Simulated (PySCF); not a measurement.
SMILES CC(/C=[CH]\[GeH3])C, GFN2-xTB optimised geometry.

```
18

C      1.39    -0.60     0.00
C     -0.14    -0.60     0.00
C     -0.68    -1.36    -1.21
C     -0.65     0.81     0.00
C     -1.36     1.35     0.98
Ge    -1.90     0.47     2.62
H      1.77    -1.62     0.02
H      1.77    -0.11    -0.89
H      1.77    -0.07     0.87
H     -0.49    -1.10     0.91
H     -1.77    -1.36    -1.20
H     -0.33    -2.38    -1.21
H     -0.35    -0.88    -2.14
H     -0.39     1.38    -0.88
H     -1.67     2.38     0.87
H     -2.67     1.43     3.47
H     -0.73    -0.01     3.43
H     -2.78    -0.72     2.38
```

Density from CAM-B3LYP/def2-SVP (PySCF 2.14.0) at that geometry.

Minimum of the electron density along straight lines between bonded atoms, close to the bond critical point (lines longer than 1.1 times the sum of covalent radii, or with two minima, are not listed):

```tsv
bond	length / Å	ρ at the minimum / e bohr⁻³	∇²ρ there / e bohr⁻⁵	position (fraction from the first atom)
C1–C2	1.529	0.244	-0.56	0.50
C2–C3	1.529	0.244	-0.57	0.50
C2–C4	1.496	0.263	(withheld)	0.49
C4–C5	1.326	(withheld)	-0.92	0.51
C5–Ge6	1.945	(withheld)	0.06	0.53
C1–H7	1.088	0.277	-1.02	0.63
C1–H8	1.088	0.276	-1.02	0.63
C1–H9	1.088	0.277	-1.03	0.63
C2–H10	1.098	0.275	-0.98	0.62
C3–H11	1.088	0.277	-1.03	0.63
C3–H12	1.088	0.277	-1.02	0.63
C3–H13	1.088	0.276	-1.02	0.63
C4–H14	1.086	0.280	-1.06	0.63
C5–H15	1.084	0.278	-1.04	0.63
Ge6–H16	1.495	0.142	0.09	0.59
Ge6–H17	1.497	0.142	0.08	0.59
Ge6–H18	1.497	0.141	0.08	0.59
```

Question: Complete the blanks.

Answer: 
- C2–C4, ∇²ρ there / e bohr⁻⁵: -0.64
- C4–C5, ρ at the minimum / e bohr⁻³: 0.344
- C5–Ge6, ρ at the minimum / e bohr⁻³: 0.131
